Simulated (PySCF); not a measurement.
C3H8O2Si, SMILES OC[SiH]1COC1. Atoms are numbered in the order given.

```xyz
14

O      2.6522    -0.0484     0.5283
C      1.7349     0.0889    -0.5643
Si     0.0084     0.4846     0.1260
C     -1.0583    -0.9306     0.8220
O     -2.1247    -0.6040    -0.1048
C     -1.5607     0.4173    -0.9615
H      2.7455     0.8233     0.9425
H      2.0817     0.8313    -1.3121
H      1.7195    -0.8841    -1.0817
H      0.1641     1.6850     1.0015
H     -0.6793    -1.9566     0.6532
H     -1.4146    -0.8674     1.8647
H     -2.2181     1.3037    -1.0008
H     -1.4313     0.0459    -1.9965
```
Charge 0, spin multiplicity 1.

Coordinates come from a TPSSh-D3(BJ)/def2-SVP optimisation. The geometry has at least one imaginary mode, so it is a saddle point at that level. This is a generated structure with no PubChem entry under its InChIKey; it may be hypothetical. The values are those of a single conformer.

All values below come from TDDFT-LC-ωPBE/def2-SVPD (PySCF 2.14.0).

Vertical excitations. Isolated molecule, no solvent.

Computed excitation energies, oscillator strengths and character:
```
state  energy (eV)  λ (nm)      f                                                                    main pairs
-----  -----------  ------  -----  ----------------------------------------------------------------------------
S1            6.73     184  0.009                         HOMO−1→LUMO 45 %, HOMO−1→LUMO+1 29 %, HOMO−3→LUMO 7 %
S2            7.08     175  0.000                                            HOMO→LUMO+2 48 %, HOMO→LUMO+4 29 %
S3            7.22     172  0.004                         HOMO→LUMO+1 49 %, HOMO−1→LUMO 11 %, HOMO−1→LUMO+1 9 %
S4            7.38     168  0.008      HOMO−1→LUMO+1 39 %, HOMO→LUMO+1 22 %, HOMO−1→LUMO 9 %, HOMO−1→LUMO+2 9 %
S5            7.90     157  0.012     HOMO−1→LUMO+2 17 %, HOMO→LUMO 13 %, HOMO−1→LUMO+4 11 %, HOMO−2→LUMO+1 8 %
S6            7.92     156  0.006       HOMO→LUMO 21 %, HOMO→LUMO+2 18 %, HOMO−1→LUMO+2 13 %, HOMO−1→LUMO+4 8 %
S7            8.08     153  0.027   HOMO−3→LUMO+1 20 %, HOMO−2→LUMO+1 10 %, HOMO−1→LUMO 10 %, HOMO−1→LUMO+2 8 %
S8            8.26     150  0.100    HOMO−3→LUMO+1 33 %, HOMO−2→LUMO+1 21 %, HOMO−1→LUMO+2 9 %, HOMO→LUMO+3 5 %
S9            8.27     150  0.036           HOMO→LUMO+5 17 %, HOMO→LUMO+9 8 %, HOMO→LUMO+3 7 %, HOMO→LUMO+7 7 %
S10           8.33     149  0.071  HOMO−2→LUMO+2 28 %, HOMO−2→LUMO+4 12 %, HOMO−3→LUMO+1 12 %, HOMO−2→LUMO 11 %
T1            6.24     199      0                                          HOMO−1→LUMO 37 %, HOMO−1→LUMO+1 32 %
T2            6.63     187      0                             HOMO→LUMO+2 36 %, HOMO→LUMO+4 35 %, HOMO→LUMO 8 %
T3            6.88     180      0    HOMO→LUMO+1 27 %, HOMO−1→LUMO 15 %, HOMO−1→LUMO+1 14 %, HOMO−1→LUMO+2 10 %
T4            7.07     175      0                       HOMO−2→LUMO+1 32 %, HOMO→LUMO+1 16 %, HOMO−1→LUMO+1 6 %
```
Triplets are in the Tamm–Dancoff approximation, which puts them higher than full response would, so one can lie above its singlet here.
